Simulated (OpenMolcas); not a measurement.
# Ag2+: moving the ligands

Ag2+ with 6 ligands (water) in octahedral coordination (Th) at 2.3 Å. Ligand basis ANO-RCC-VDZP.
```
Ag    0.0000    0.0000    0.0000
O     2.3000    0.0000    0.0000
H     2.8770    0.7797    0.0000
H     2.8770   -0.7797    0.0000
O     0.0000    2.3000    0.0000
H     0.0000    2.8770    0.7797
H     0.0000    2.8770   -0.7797
O    -2.3000    0.0000    0.0000
H    -2.8770    0.7797    0.0000
H    -2.8770   -0.7797    0.0000
O     0.0000   -2.3000    0.0000
H     0.0000   -2.8770    0.7797
H     0.0000   -2.8770   -0.7797
O     0.0000    0.0000    2.3000
H     0.7797    0.0000    2.8770
H    -0.7797    0.0000    2.8770
O     0.0000    0.0000   -2.3000
H     0.7797    0.0000   -2.8770
H    -0.7797    0.0000   -2.8770
```

```yaml
Program: OpenMolcas 26.06
Method: "SS-CASPT2, IPEA 0.25 Eh, imaginary shift 0.1 Eh (closed shells correlated: 4s 4p and the ligand valence shells)"
Basis: ANO-RCC-VTZP [7s6p4d2f1g]
Scalar_Hamiltonian: DKH2, point nucleus
Active_space: 9 electrons in 5 orbitals (4d)
State_averaging: 2S+1 = 2 even, 5 roots
Spin-orbit_coupling: RASSI with atomic mean-field integrals over the reference wave functions
```

Runs around this geometry, states (labels of O, taken over from Oh, the nearest higher group). Energies in cm-1 above the lowest state or level, χT in cm3 K/mol; 10Dq is the gap between the two states.

| R (Å) | Ground state | First state of that spin | 10Dq | First gap with spin-orbit (degeneracies) | χT at 300 K |
| --- | --- | --- | --- | --- | --- |
| 2.27 | 2E | 2T2 10690 | 10685 | 9340 (4, 2) | 0.611 |
| 2.3 | 2E | 2T2 9860 | 9862 | 8540 (4, 2) | 0.631 |
| 2.36 | 2E | 2T2 8350 | 8346 | 7080 (4, 2) | 0.676 |

Taking |10Dq| as R^-n, n = -ln(8346 / 10685) / ln(2.36 / 2.27) = 6.4 between the shortest and longest distance. The point-charge formula for a cubic d site gives n = 5.

Roots that are degenerate in the reference are averaged as groups; the widest CASPT2 spread within a group is 110 cm-1 (the 3-fold group of multiplicity 2 near 10700 cm-1 above the lowest state of its run, R = 2.27). Shifts and gaps below about the spread of the groups concerned are not significant. Over all roots computed the reference weight is 0.69 to 0.70 in R = 2.27, 0.69 to 0.70 in R = 2.3, 0.69 to 0.70 in R = 2.36; a low but even weight reflects the number of correlated electrons. An orbital doublet at a regular site is open to a Jahn-Teller distortion, which this geometry leaves out. Ligand-to-metal charge-transfer states are missing. With one d shell and no ligand orbital active, 10Dq can be off by a tenth or more. Free-ion shares, where given, are those of the reference states; single-state CASPT2 does not remix them. No measured value stands beside these numbers; the geometry was imposed, not optimised, and the real ion may take another.
